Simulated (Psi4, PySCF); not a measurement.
C$_{4}$H$_{6}$O$_{2}$, singlet, geometry from GFN2-xTB, atoms displaced at random by about 0.03 Å a coordinate. Base run: PBE/6-31G, gradient (PySCF).

Here is a job for PySCF.
```python
from pyscf import gto, scf, dft

mol = gto.Mole()
mol.atom = '''
    C     2.45651746   -0.40472123    0.11662132
    C     1.17311486   -0.87213980   -0.08513551
    C     0.04089247    0.08671143   -0.00192319
    O     0.16756688    1.29003229    0.29159411
    O    -1.10280373   -0.53366183   -0.20643040
    C    -2.25634834    0.27159688   -0.13659307
    H     2.61049038    0.61429218    0.35348693
    H     3.28327051   -1.14131268    0.05975532
    H     0.94735694   -1.86787705   -0.26248001
    H    -2.33429439    0.76176868    0.89920231
    H    -2.25157221    1.07046179   -0.90193573
    H    -3.14593159   -0.41749546   -0.32039537
'''
mol.basis = '6-31g'
mol.verbose = 3
mol.build()

mf = dft.RKS(mol)
mf.xc = 'pbe'
mf.kernel()
g = mf.nuc_grad_method()
grad = g.kernel()
```

Programs used: Psi4, PySCF; a row that names a program was run with it.

The coordinate followed is z of atom 5.

The base run was repeated with changes; each row names its change, and settings that it needs were set with it.

```tsv
change	dE/dx (Eh/bohr)	net force (Eh/bohr)
base	0.013408	0.000095
finite difference step (bohr) = 0.01; conv_tol = 1e-11	0.013438	-
grids.level = 0; grid_response = off	0.013675	0.005465
grids.level = 5; grid_response = off	0.013454	0.000003
conv_tol = 1e-4	0.013359	0.000095
density fitting = on; auxbasis_response = off	0.013591	0.001075
code = psi4	0.013453	0.000035
finite difference step (bohr) = 1e-4; conv_tol = 1e-11	0.013439	-
grid_response = on	0.013439	0.000000
grids.level = 1; grid_response = off	0.013530	0.000186
grids.level = 0; grid_response = on	0.012628	0.000000
conv_tol = 1e-6	0.013404	0.000095
```

The net force is zero for an exact gradient.
